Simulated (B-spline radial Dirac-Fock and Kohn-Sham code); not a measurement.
**Electron momentum distribution of Ga³⁰⁺: Compton profiles**

System: the Ga³⁰⁺ ion, 1s1.

These are calculated numbers from a radial finite-basis atomic code; the model is the impulse approximation on configuration-average Dirac-Fock orbitals. pz is in atomic units of momentum; subshell profiles are per electron, for a selection of subshells; open shells are spread over both j values by their weights.

| pz | J total | J 1s1/2 |
| --- | --- | --- |
| 5.3 | 0.02464 | 0.0246 |
| 7.7 | 0.02251 | 0.0225 |
| 11 | 0.01897 | 0.0190 |
| 16 | 0.01347 | 0.0135 |
| 23 | 0.007476 | 0.00748 |
| 33 | 0.002967 | 0.00297 |
| 47 | 0.0008462 | 0.000846 |
| 67 | 0.0001813 | 0.000181 |
| 96 | 3.185e-05 | 3.18e-05 |

Q: What is the peak value J(0), and which subshell contributes most to it?

A: J(0) = 0.02680. The 1s1/2 subshell gives the largest part, 100 %.

Mean momentum ⟨p⟩ by subshell (a.u.): 1s1/2 27.2.
